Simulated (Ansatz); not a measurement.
Ansatz (a program for electronic structure) input (CCSD(T)/def2-SVPD):

Ansatz 0.2 input:
```yaml
crystal:
  periodic: [false, false, false]
  atoms:
    - {symbol: Sb, position_ang: [0.00344590, -0.00012816, 0.04590905]}
    - {symbol: H, position_ang: [-0.07516195, -1.23152961, -1.17508158]}
    - {symbol: H, position_ang: [-0.10057883, 1.23806566, -1.16627979]}
basis:
  gaussian:
    orbitals: def2-SVPD
total_charge: -1
magnetization: {spin_polarized: false}
correlation: {method: ccsd_t, electrons: outside_noble_gas}
output: {forces: true}
```

End of the output:

```
cycle   3  -3.80825150 eV  change   -1.1e-2 eV  update   6.1e-3
cycle   4  -3.80734711 eV  change    9.0e-4 eV  update   2.2e-3
cycle   5  -3.80683956 eV  change    5.1e-4 eV  update   6.2e-4
cycle   6  -3.80678737 eV  change    5.2e-5 eV  update   1.6e-4
cycle   7  -3.80681439 eV  change   -2.7e-5 eV  update   4.9e-5
cycle   8  -3.80681998 eV  change   -5.6e-6 eV  update   1.5e-5
cycle   9  -3.80681579 eV  change    4.2e-6 eV  update   3.5e-6
cycle  10  -3.80681653 eV  change   -7.4e-7 eV  update   1.2e-6
perturbative correction -0.11372595 eV, -0.0041793517 hartree
the calculation of the forces begins
Total energy: -6545.47647736 eV, -240.5418238595 hartree
Atom 0 at     0.003446    -0.000128     0.045909 Å, force     0.016849    -0.000627     0.224478 eV/Å
Atom 1 at    -0.075162    -1.231530    -1.175082 Å, force    -0.007584    -0.081406    -0.112530 eV/Å
Atom 2 at    -0.100579     1.238066    -1.166280 Å, force    -0.009266     0.082033    -0.111948 eV/Å
Dipole moment:     0.014227    -0.000529     0.189546 e Å
```
